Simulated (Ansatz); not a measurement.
Job for Ansatz (a quantum-chemistry and plane-wave program): R-PBE/def2-TZVPPD on N2 (SMILES N#N) with ghost functions, monomers drawn apart or pushed together. Files ending in .json are basis or fitting sets from the Basis Set Exchange.

Ansatz 0.2 input:
```yaml
crystal:
  periodic: [false, false, false]
  atoms:
    - {symbol: N, position_ang: [0.02629586, -0.00345064, 3.34023927]}
    - {symbol: N, position_ang: [0.04217348, -0.00351298, 4.43072781]}
basis:
  gaussian:
    orbitals: def2-TZVPPD.json
    ghost_atoms:
      - {symbol: O, position_ang: [-0.52488894, -1.04135634, -0.27139764]}
      - {symbol: C, position_ang: [-0.01876504, 0.00190099, -0.27380866]}
      - {symbol: O, position_ang: [0.48721427, 1.04519097, -0.28300087]}
hamiltonian:
  xc: {name: PBE}
scf: {lower_state_search: off}
```

Task: Predict the final total energy.

Result: -109.4524 hartree.
